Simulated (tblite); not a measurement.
C4H10GeN (doublet state).
Atom-mapped SMILES: `[GeH2:1][N:2]1[CH2:3][CH2:4][CH2:5][CH2:6]1` (hydrogens: H7, H8 on Ge1; H9, H10 on C3; H11, H12 on C4; H13, H14 on C5; H15, H16 on C6)

Computed with GFN2-xTB (tblite), gas phase: L-BFGS steps from a force-field or distance-geometry start until the largest atomic force falls under 0.01 eV/Å.

Step 16: E = -503.0467 eV
```
atom  x, y, z in Å  |  force x, y, z in eV/Å
Ge1     2.3046   -0.3232   -0.8279    0.134  -0.017   0.048
N2      0.7848   -0.3489    0.2623    0.085   0.142  -0.053
C3      0.1853    0.8718    0.7205   -0.077   0.075  -0.032
C4     -1.0323    1.0531   -0.1890    0.013   0.042   0.052
C5     -1.5404   -0.3860   -0.3362   -0.090   0.111  -0.017
C6     -0.3093   -1.2510   -0.0054    0.050  -0.008   0.031
H7      2.9417    1.0167   -0.3063   -0.051   0.061   0.072
H8      3.1523   -1.2811    0.0848   -0.017  -0.136  -0.110
H9      0.8965    1.6993    0.6673   -0.032  -0.084   0.034
H10    -0.1246    0.7309    1.7680   -0.010   0.099  -0.102
H11    -1.7822    1.7362    0.2125    0.076  -0.075  -0.020
H12    -0.6825    1.4305   -1.1547   -0.075   0.014   0.063
H13    -1.9166   -0.5744   -1.3408    0.024  -0.039   0.009
H14    -2.3458   -0.5847    0.3683   -0.039  -0.001   0.034
H15    -0.4894   -1.8595    0.8870   -0.053  -0.048   0.033
H16    -0.0497   -1.9210   -0.8219    0.061  -0.137  -0.041
```

Step 17: E = -503.0517 eV
```
atom  x, y, z in Å  |  force x, y, z in eV/Å
Ge1     2.3155   -0.3144   -0.8309    0.063  -0.061   0.064
N2      0.7874   -0.3473    0.2501    0.023   0.121   0.015
C3      0.1869    0.8708    0.7184   -0.067   0.059  -0.093
C4     -1.0310    1.0542   -0.1892   -0.017  -0.003   0.002
C5     -1.5422   -0.3840   -0.3373    0.005   0.045   0.040
C6     -0.3108   -1.2518   -0.0042    0.118   0.043  -0.018
H7      2.9391    1.0238   -0.2908   -0.032   0.048   0.082
H8      3.1459   -1.2931    0.0807   -0.015  -0.098  -0.120
H9      0.8959    1.6995    0.6635   -0.022  -0.076   0.057
H10    -0.1254    0.7270    1.7655    0.024   0.091  -0.126
H11    -1.7801    1.7338    0.2147    0.040  -0.025  -0.002
H12    -0.6875    1.4308   -1.1581   -0.060   0.017   0.096
H13    -1.9155   -0.5745   -1.3419    0.001  -0.033   0.007
H14    -2.3423   -0.5867    0.3714   -0.079   0.020   0.015
H15    -0.4886   -1.8525    0.8955   -0.035  -0.021  -0.016
H16    -0.0549   -1.9267   -0.8191    0.053  -0.127  -0.004
```

Q: Estimate the geometry and energy of step 18. (The exact step hangs on the optimiser's Hessian estimate; all steps are aligned on step 17, rigid shifts and turns removed.)

A: E = -503.0558 eV, largest force 0.149 eV/Å
```
atom  x, y, z in Å  |  force x, y, z in eV/Å
Ge1     2.3256   -0.3086   -0.8317   -0.007  -0.066   0.068
N2      0.7900   -0.3440    0.2411   -0.027   0.055   0.048
C3      0.1869    0.8712    0.7153   -0.027   0.028  -0.114
C4     -1.0304    1.0550   -0.1892   -0.050  -0.040  -0.040
C5     -1.5435   -0.3818   -0.3376    0.077  -0.045   0.071
C6     -0.3100   -1.2518   -0.0035    0.126   0.060  -0.052
H7      2.9361    1.0309   -0.2775   -0.014   0.021   0.089
H8      3.1412   -1.3058    0.0749   -0.007  -0.069  -0.113
H9      0.8951    1.6985    0.6614    0.006  -0.026   0.059
H10    -0.1262    0.7263    1.7612    0.033   0.072  -0.106
H11    -1.7777    1.7313    0.2167   -0.016   0.035   0.027
H12    -0.6929    1.4316   -1.1593   -0.037   0.029   0.079
H13    -1.9143   -0.5752   -1.3425   -0.014  -0.024   0.017
H14    -2.3404   -0.5880    0.3742   -0.086   0.036  -0.011
H15    -0.4889   -1.8475    0.9016   -0.004   0.016  -0.064
H16    -0.0581   -1.9332   -0.8168    0.045  -0.083   0.045
```

The energy changes by -0.0041 eV. The first-order estimate −F·Δx gives -0.0057 eV and the mean of the old and new forces, exact on a quadratic surface, -0.0041 eV. The step makes an angle of 63° with the force vector and moves no atom by more than 0.015 Å.

What follows is the cost of the whole relaxation. The run took 0.29 s on an Arm Neoverse V2 with one thread (shared host).
